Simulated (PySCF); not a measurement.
An unknown is described by computed data only.

Formula: C5H9NSi.

- UV, strongest line: among the 8 lowest singlet transitions: S2 at 5.04 eV (246 nm, f = 0.857) [TDDFT CAM-B3LYP/def2-SVPD]
- 1H NMR: chemical shifts (computed TMS as zero) by class: 8.06 (1 H), 7.28 (1 H), 6.70 (1 H), 6.62 (1 H), 6.14 (1 H), 5.59 (1 H), 4.23 (3 H) ppm [GIAO PBE0/pcSseg-1]
- 13C NMR: chemical shifts (computed TMS as zero) by class: 169.7 (1 C), 155.6 (1 C), 152.5 (1 C), 146.3 (1 C), 127.7 (1 C) ppm [GIAO PBE0/pcSseg-1]
- Dipole: 1.93 D [CAM-B3LYP/def2-SVPD]
- NMR, other nuclei: isotropic shieldings of nuclei other than C and H, by class: -118 (1 N), 425 (1 Si) ppm [GIAO PBE0/pcSseg-1]
- Polarisability: 108.0 au [CAM-B3LYP/def2-SVPD]
- Rotational structure: rotational constants A, B, C: 4.061, 1.246, 0.964 GHz [GFN2-xTB]
- UV, first state: lowest singlet excitation: 4.32 eV (287 nm, f = 0.000) [TDDFT CAM-B3LYP/def2-SVPD]
- Triplet: lowest triplet excitation (Tamm–Dancoff): 2.75 eV [TDA CAM-B3LYP/def2-SVPD]

Gas-phase values; electronic properties from PySCF, density fitting. Levels stand in brackets. One conformer (not necessarily the lowest) at the GFN2-xTB geometry, without solvent, vibrations or thermal averaging. NMR classes are plain means over equivalent atoms (diastereotopic ones count apart unless rotation or inversion swaps them), as if these changed places fast.

Q: What is the compound? Reason from the data.

A: Numbering: `[CH2:1]=[CH:2]/[N:3]=[CH:4]/[C:5](=[CH2:6])[SiH3:7]`. Its formula, C5H9NSi, gives 3 degrees of unsaturation: 0 rings and 3 π bonds in the structure found. 5 carbons fall into 5 classes; from least to most shielded: imine carbon [C4] (169.7 ppm), fully substituted alkene carbon [C5] (155.6 ppm), vinylic carbon bearing nitrogen [C2] (152.5 ppm), terminal =CH2 carbon [C6] (146.3 ppm), terminal =CH2 carbon [C1] (127.7 ppm). Hydrogen classes from least to most shielded: 1 H on an imine carbon, C4 (8.06 ppm), 1 H on a vinylic carbon bearing nitrogen, C2 (7.28 ppm), 1 H on a terminal =CH2 carbon, C6 (6.70 ppm), 1 H on a terminal =CH2 carbon, C6 (6.62 ppm), 1 H on a terminal =CH2 carbon, C1 (6.14 ppm), 1 H on a terminal =CH2 carbon, C1 (5.59 ppm), 3 H on an SiH3 silicon, Si7 (4.23 ppm). The other shieldings belong to: -118 ppm, imine nitrogen [N3]; 425 ppm, SiH3 silicon [Si7]. S1 is mainly HOMO−1→LUMO (weight 0.95); the largest Löwdin shares of the orbital it empties are 0.53 on the imine nitrogen, 0.10 on the imine carbon, 0.10 on the vinylic carbon bearing nitrogen and 0.06 on the SiH3 silicon, of the orbital it fills 0.21 on a terminal =CH2 carbon, 0.18 on the imine carbon, 0.17 on the imine nitrogen and 0.14 on a terminal =CH2 carbon. The optimised geometry has point group Cs and is an asymmetric top. Structure: `[SiH3]C(/C=N/C=C)=C`. Computed isomers that give other values at the same levels: `C#C[Si@@H]1CCCN1` (13C chemical shifts (computed TMS as zero) by class: 100.4 (1 C), 91.6 (1 C), 50.3 (1 C), 28.8 (1 C), 14.4 (1 C) ppm); `C=C(C#N)CC[SiH3]` (13C chemical shifts (computed TMS as zero) by class: 136.8 (1 C), 135.0 (1 C), 123.6 (1 C), 38.3 (1 C), 13.2 (1 C) ppm); `C=C[Si@H](N)C1C=C1` (13C chemical shifts (computed TMS as zero) by class: 144.1 (1 C), 141.3 (1 C), 119.9 (1 C), 117.6 (1 C), 7.0 (1 C) ppm). The assignments are read from this structure; whether some other isomer fits the data as well wasn't checked.

Shape of the structure used: `[CH2:1]=[CH:2]/[N:3]=[CH:4]/[C:5](=[CH2:6])[SiH3:7]`: C1–C2–N3–C4 180°, N3–C4–C5–C6 180°.
